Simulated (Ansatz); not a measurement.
Ansatz (a quantum-chemistry and plane-wave program) input (HF/3-21G): The .json file is the Basis Set Exchange's 3-21G.

Ansatz 0.2 input:
```yaml
crystal:
  periodic: [false, false, false]
  atoms:
    - {symbol: C, position_ang: [-0.00000000, -0.00000000, -1.87643835]}
    - {symbol: C, position_ang: [-0.00000000, -0.00000000, -0.68673606]}
    - {symbol: C, position_ang: [0.00000000, 0.00000000, 0.68673606]}
    - {symbol: C, position_ang: [0.00000000, 0.00000000, 1.87643835]}
    - {symbol: H, position_ang: [-0.00000000, -0.00000000, -2.92756606]}
    - {symbol: H, position_ang: [0.00000000, 0.00000000, 2.92756606]}
basis:
  gaussian:
    orbitals: 3-21G.json
hamiltonian:
  xc: {name: HF}
phonons: {temperatures: {t_min: 298.15, t_max: 298.15, t_step: 100}}
```

Output:

```
Functional definition: HF
integrals: 0.01 GiB planned
602 factors; integrals over basis functions are off by at most 7.7e-4 eV
mean field: 0.07 GiB planned
mean field evaluation 1: about -4125.3759 eV, gradient 2.0e1 eV
mean field evaluation 2: about -4125.3860 eV, gradient 2.0e1 eV
mean field evaluation 4: about -4126.7185 eV, gradient 1.3e0 eV
mean field evaluation 8: about -4126.7234 eV, gradient 4.5e-3 eV
mean field -4126.72336750 eV, -151.6542865621 hartree, gradient 1.4e-5 eV, S^2 0.000000; 0 other end points of the search recorded, 0 dependent functions left out
the calculation of the forces begins
reference -4126.72336750 eV, -151.6542865621 hartree; 13, 13 occupied and 27, 27 virtual orbitals, 602 factors
these checks for a lower state are left out or cut short: stability, starts, cluster_reference, orbital_swaps, neighbouring_geometries, increment
integrals: 0.01 GiB planned
602 factors; integrals over basis functions are off by at most 7.7e-4 eV
mean field: 0.07 GiB planned
mean field evaluation 16: about -4126.7233 eV, gradient 2.5e-5 eV
mean field -4126.72333895 eV, -151.6542855129 hartree, gradient 1.1e-6 eV, S^2 0.000000; 0 other end points of the search recorded, 0 dependent functions left out
the calculation of the forces begins
reference -4126.72333895 eV, -151.6542855129 hartree; 13, 13 occupied and 27, 27 virtual orbitals, 602 factors
these checks for a lower state are left out or cut short: stability, starts, cluster_reference, orbital_swaps, neighbouring_geometries, increment
integrals: 0.01 GiB planned
602 factors; integrals over basis functions are off by at most 7.7e-4 eV
mean field: 0.07 GiB planned
mean field -4126.72333895 eV, -151.6542855129 hartree, gradient 1.1e-6 eV, S^2 0.000000; 0 other end points of the search recorded, 0 dependent functions left out
the calculation of the forces begins
reference -4126.72333895 eV, -151.6542855129 hartree; 13, 13 occupied and 27, 27 virtual orbitals, 602 factors
these checks for a lower state are left out or cut short: stability, starts, cluster_reference, orbital_swaps, neighbouring_geometries, increment
integrals: 0.01 GiB planned
602 factors; integrals over basis functions are off by at most 7.7e-4 eV
mean field: 0.07 GiB planned
mean field evaluation 32: about -4126.7233 eV, gradient 2.5e-5 eV
mean field -4126.72333895 eV, -151.6542855129 hartree, gradient 1.1e-6 eV, S^2 0.000000; 0 other end points of the search recorded, 0 dependent functions left out
the calculation of the forces begins
reference -4126.72333895 eV, -151.6542855129 hartree; 13, 13 occupied and 27, 27 virtual orbitals, 602 factors
these checks for a lower state are left out or cut short: stability, starts, cluster_reference, orbital_swaps, neighbouring_geometries, increment
integrals: 0.01 GiB planned
602 factors; integrals over basis functions are off by at most 7.7e-4 eV
mean field: 0.07 GiB planned
mean field -4126.72333895 eV, -151.6542855129 hartree, gradient 1.1e-6 eV, S^2 0.000000; 0 other end points of the search recorded, 0 dependent functions left out
the calculation of the forces begins
reference -4126.72333895 eV, -151.6542855129 hartree; 13, 13 occupied and 27, 27 virtual orbitals, 602 factors
these checks for a lower state are left out or cut short: stability, starts, cluster_reference, orbital_swaps, neighbouring_geometries, increment
integrals: 0.01 GiB planned
602 factors; integrals over basis functions are off by at most 7.7e-4 eV
mean field: 0.07 GiB planned
mean field -4126.72283493 eV, -151.6542669906 hartree, gradient 1.1e-6 eV, S^2 0.000000; 0 other end points of the search recorded, 0 dependent functions left out
the calculation of the forces begins
reference -4126.72283493 eV, -151.6542669906 hartree; 13, 13 occupied and 27, 27 virtual orbitals, 602 factors
these checks for a lower state are left out or cut short: stability, starts, cluster_reference, orbital_swaps, neighbouring_geometries, increment
integrals: 0.01 GiB planned
602 factors; integrals over basis functions are off by at most 7.7e-4 eV
mean field: 0.07 GiB planned
mean field -4126.72283514 eV, -151.6542669984 hartree, gradient 1.2e-6 eV, S^2 0.000000; 0 other end points of the search recorded, 0 dependent functions left out
the calculation of the forces begins
reference -4126.72283514 eV, -151.6542669984 hartree; 13, 13 occupied and 27, 27 virtual orbitals, 602 factors
these checks for a lower state are left out or cut short: stability, starts, cluster_reference, orbital_swaps, neighbouring_geometries, increment
integrals: 0.01 GiB planned
602 factors; integrals over basis functions are off by at most 7.7e-4 eV
mean field: 0.07 GiB planned
mean field evaluation 64: about -4126.7233 eV, gradient 2.5e-5 eV
mean field -4126.72333687 eV, -151.6542854364 hartree, gradient 9.6e-7 eV, S^2 0.000000; 0 other end points of the search recorded, 0 dependent functions left out
the calculation of the forces begins
reference -4126.72333687 eV, -151.6542854364 hartree; 13, 13 occupied and 27, 27 virtual orbitals, 602 factors
these checks for a lower state are left out or cut short: stability, starts, cluster_reference, orbital_swaps, neighbouring_geometries, increment
integrals: 0.01 GiB planned
602 factors; integrals over basis functions are off by at most 7.7e-4 eV
mean field: 0.07 GiB planned
mean field -4126.72333687 eV, -151.6542854364 hartree, gradient 9.6e-7 eV, S^2 0.000000; 0 other end points of the search recorded, 0 dependent functions left out
the calculation of the forces begins
reference -4126.72333687 eV, -151.6542854364 hartree; 13, 13 occupied and 27, 27 virtual orbitals, 602 factors
these checks for a lower state are left out or cut short: stability, starts, cluster_reference, orbital_swaps, neighbouring_geometries, increment
integrals: 0.01 GiB planned
602 factors; integrals over basis functions are off by at most 7.7e-4 eV
mean field: 0.07 GiB planned
mean field -4126.72333687 eV, -151.6542854364 hartree, gradient 9.6e-7 eV, S^2 0.000000; 0 other end points of the search recorded, 0 dependent functions left out
the calculation of the forces begins
reference -4126.72333687 eV, -151.6542854364 hartree; 13, 13 occupied and 27, 27 virtual orbitals, 602 factors
these checks for a lower state are left out or cut short: stability, starts, cluster_reference, orbital_swaps, neighbouring_geometries, increment
integrals: 0.01 GiB planned
602 factors; integrals over basis functions are off by at most 7.7e-4 eV
mean field: 0.07 GiB planned
mean field -4126.72333687 eV, -151.6542854364 hartree, gradient 9.6e-7 eV, S^2 0.000000; 0 other end points of the search recorded, 0 dependent functions left out
the calculation of the forces begins
reference -4126.72333687 eV, -151.6542854364 hartree; 13, 13 occupied and 27, 27 virtual orbitals, 602 factors
these checks for a lower state are left out or cut short: stability, starts, cluster_reference, orbital_swaps, neighbouring_geometries, increment
integrals: 0.01 GiB planned
602 factors; integrals over basis functions are off by at most 7.7e-4 eV
mean field: 0.07 GiB planned
mean field evaluation 96: about -4126.7228 eV, gradient 2.5e-5 eV
mean field -4126.72284036 eV, -151.6542671901 hartree, gradient 1.2e-6 eV, S^2 0.000000; 0 other end points of the search recorded, 0 dependent functions left out
the calculation of the forces begins
reference -4126.72284036 eV, -151.6542671901 hartree; 13, 13 occupied and 27, 27 virtual orbitals, 602 factors
these checks for a lower state are left out or cut short: stability, starts, cluster_reference, orbital_swaps, neighbouring_geometries, increment
integrals: 0.01 GiB planned
602 factors; integrals over basis functions are off by at most 7.7e-4 eV
mean field: 0.07 GiB planned
mean field -4126.72283954 eV, -151.6542671601 hartree, gradient 1.1e-6 eV, S^2 0.000000; 0 other end points of the search recorded, 0 dependent functions left out
the calculation of the forces begins
reference -4126.72283954 eV, -151.6542671601 hartree; 13, 13 occupied and 27, 27 virtual orbitals, 602 factors
these checks for a lower state are left out or cut short: stability, starts, cluster_reference, orbital_swaps, neighbouring_geometries, increment
integrals: 0.01 GiB planned
602 factors; integrals over basis functions are off by at most 7.7e-4 eV
mean field: 0.07 GiB planned
mean field -4126.72336025 eV, -151.6542862958 hartree, gradient 9.3e-7 eV, S^2 0.000000; 0 other end points of the search recorded, 0 dependent functions left out
the calculation of the forces begins
reference -4126.72336025 eV, -151.6542862958 hartree; 13, 13 occupied and 27, 27 virtual orbitals, 602 factors
these checks for a lower state are left out or cut short: stability, starts, cluster_reference, orbital_swaps, neighbouring_geometries, increment
integrals: 0.01 GiB planned
602 factors; integrals over basis functions are off by at most 7.7e-4 eV
mean field: 0.07 GiB planned
mean field -4126.72336025 eV, -151.6542862958 hartree, gradient 9.3e-7 eV, S^2 0.000000; 0 other end points of the search recorded, 0 dependent functions left out
the calculation of the forces begins
reference -4126.72336025 eV, -151.6542862958 hartree; 13, 13 occupied and 27, 27 virtual orbitals, 602 factors
these checks for a lower state are left out or cut short: stability, starts, cluster_reference, orbital_swaps, neighbouring_geometries, increment
integrals: 0.01 GiB planned
602 factors; integrals over basis functions are off by at most 7.7e-4 eV
mean field: 0.07 GiB planned
mean field evaluation 128: about -4126.7234 eV, gradient 2.5e-5 eV
mean field -4126.72336025 eV, -151.6542862958 hartree, gradient 9.3e-7 eV, S^2 0.000000; 0 other end points of the search recorded, 0 dependent functions left out
the calculation of the forces begins
reference -4126.72336025 eV, -151.6542862958 hartree; 13, 13 occupied and 27, 27 virtual orbitals, 602 factors
these checks for a lower state are left out or cut short: stability, starts, cluster_reference, orbital_swaps, neighbouring_geometries, increment
integrals: 0.01 GiB planned
602 factors; integrals over basis functions are off by at most 7.7e-4 eV
mean field: 0.07 GiB planned
mean field -4126.72336025 eV, -151.6542862958 hartree, gradient 9.3e-7 eV, S^2 0.000000; 0 other end points of the search recorded, 0 dependent functions left out
the calculation of the forces begins
reference -4126.72336025 eV, -151.6542862958 hartree; 13, 13 occupied and 27, 27 virtual orbitals, 602 factors
these checks for a lower state are left out or cut short: stability, starts, cluster_reference, orbital_swaps, neighbouring_geometries, increment
integrals: 0.01 GiB planned
602 factors; integrals over basis functions are off by at most 7.7e-4 eV
mean field: 0.07 GiB planned
mean field -4126.72322856 eV, -151.6542814560 hartree, gradient 9.4e-7 eV, S^2 0.000000; 0 other end points of the search recorded, 0 dependent functions left out
the calculation of the forces begins
reference -4126.72322856 eV, -151.6542814560 hartree; 13, 13 occupied and 27, 27 virtual orbitals, 602 factors
these checks for a lower state are left out or cut short: stability, starts, cluster_reference, orbital_swaps, neighbouring_geometries, increment
integrals: 0.01 GiB planned
602 factors; integrals over basis functions are off by at most 7.7e-4 eV
mean field: 0.07 GiB planned
mean field -4126.72323068 eV, -151.6542815338 hartree, gradient 1.0e-6 eV, S^2 0.000000; 0 other end points of the search recorded, 0 dependent functions left out
the calculation of the forces begins
reference -4126.72323068 eV, -151.6542815338 hartree; 13, 13 occupied and 27, 27 virtual orbitals, 602 factors
Total energy: -4126.72336750 eV, -151.6542865621 hartree
Atom 0 at    -0.000000    -0.000000    -1.876438 Å, force    -0.000000    -0.000000     0.000407 eV/Å
Atom 1 at    -0.000000    -0.000000    -0.686736 Å, force     0.000000     0.000000    -0.000299 eV/Å
Atom 2 at     0.000000     0.000000     0.686736 Å, force    -0.000000    -0.000000     0.000299 eV/Å
Atom 3 at     0.000000     0.000000     1.876438 Å, force    -0.000000     0.000000    -0.000407 eV/Å
Atom 4 at    -0.000000    -0.000000    -2.927566 Å, force    -0.000000     0.000000    -0.000155 eV/Å
Atom 5 at     0.000000     0.000000     2.927566 Å, force     0.000000     0.000000     0.000155 eV/Å
Dipole moment:    -0.000000    -0.000000     0.000000 e Å
Vibrations: 243.21 243.21 597.79 597.79 913.80 913.80 925.77 925.77 938.85 2293.49 2510.81 3654.13 3656.23 cm⁻¹, zero-point energy 1.141562 eV
```

The blocks after the first are displaced geometries, from whose forces the wavenumbers follow.
